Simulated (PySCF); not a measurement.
## Computed properties of Al(OH)(SH)2 (AlH3OS2), SMILES [Al]([SH])([SH])[OH]

Al(OH)(SH)2 (AlH3OS2), SMILES [SH][Al]([SH])[OH]. Geometry optimised at B3LYP-D3(BJ)/def2-SVP. One conformer was computed; it need not be the lowest. All values are computed for the isolated molecule unless a solvent is named; none is compared with measurement here.

**Structure.** The optimised structure has Cs symmetry. All 15 harmonic modes at B3LYP-D3(BJ)/def2-SVP (PySCF) are real, so it is a minimum. With heavy atoms numbered as in [Al:1]([OH:2])([SH:4])[SH:6], the shortest bond between them is Al1–O2 at 1.698 Å and the longest Al1–S6 at 2.189 Å.

**Vibrations.** The strongest infrared lines (harmonic, unscaled, degenerate partners summed) lie at 564 cm⁻¹ (131 km/mol, H 41 %, Al 39 %, S 19 %), 507 cm⁻¹ (114 km/mol, H 69 %, O 13 %, Al 9 %, S 9 %), 3935 cm⁻¹ (113 km/mol, H 94 %). The softest mode is at 125 cm⁻¹ and the zero-point energy is 20.2 kcal/mol.

**Electronic structure.** PBE0/def2-TZVP (PySCF) places the frontier levels at -7.62 and -0.57 eV, a gap of 7.05 eV, and gives a dipole moment of 0.99 D and a mean polarisability of 65.2 bohr³.

**Excitations.** TDDFT-CAM-B3LYP/def2-SVPD (PySCF) has S1 at 5.70 eV (218 nm, f = 0.000, dark); the most intense of the 10 singlets computed lies at 7.15 eV (f = 0.26). T1 (TDA) is at 5.42 eV. No vertical singlet excitation falls in the visible range (under 3.1 eV).

**NMR.** GIAO shifts at PBE0/pcSseg-1 (PySCF) (non-relativistic, atoms alike by connectivity averaged): ¹H from 1.0 to 2.7 ppm against TMS.
